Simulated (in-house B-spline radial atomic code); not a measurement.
## Ir XXXVI (Ir35+): [Kr] 4d6

Computed with an all-electron radial atomic-structure program (B-spline basis): Dirac-Kohn-Sham PBE, spherical fractional occupations, Fermi nucleus of rms radius 5.4032 fm.

Effective charges: Z_r = [3n² - l(l+1)]/(2<r>) from the radius, Z_e = n√(-2ε) from the energy, and Slater's rules. Values are occupation-weighted means over j. An effective charge above Z reflects the relativistic contraction of the inner shells.

```tsv
shell	electrons	ε (eV)	<r> (bohr)	Z_r	Z_e	Slater
1s	2	-77414	0.01744	85.99	75.43	76.70
2s	2	-14720	0.07297	82.22	65.79	72.85
2p	6	-13080	0.06571	76.09	62.01	72.85
3s	2	-4522.6	0.1886	71.56	54.70	65.75
3p	6	-4034.3	0.1886	66.28	51.66	65.75
3d	10	-3457.5	0.1714	61.26	47.82	55.85
4s	2	-1931.3	0.391	61.37	47.66	49.25
4p	6	-1753.3	0.4044	56.88	45.41	49.25
4d	6	-1531.5	0.4073	51.55	42.44	39.25
```

The least bound orbital is 4d5/2 at -1522 eV, while the most diffuse is 4p3/2 (<r> = 0.4122 bohr against 0.41 bohr): energy order and size order differ.

Spin-orbit splittings of the orbital energies (j = l + 1/2 above j = l - 1/2 when positive): 2p 1627 eV, 3p 362.3 eV, 3d 78.44 eV, 4p 107.6 eV, 4d 22.59 eV.

For the 1s electron the small component carries 8.5 % of the norm, the zero-frequency Breit interaction raises the level by 278.5 eV, self-energy by 176.2 eV, and vacuum polarisation lowers it by 34.86 eV.
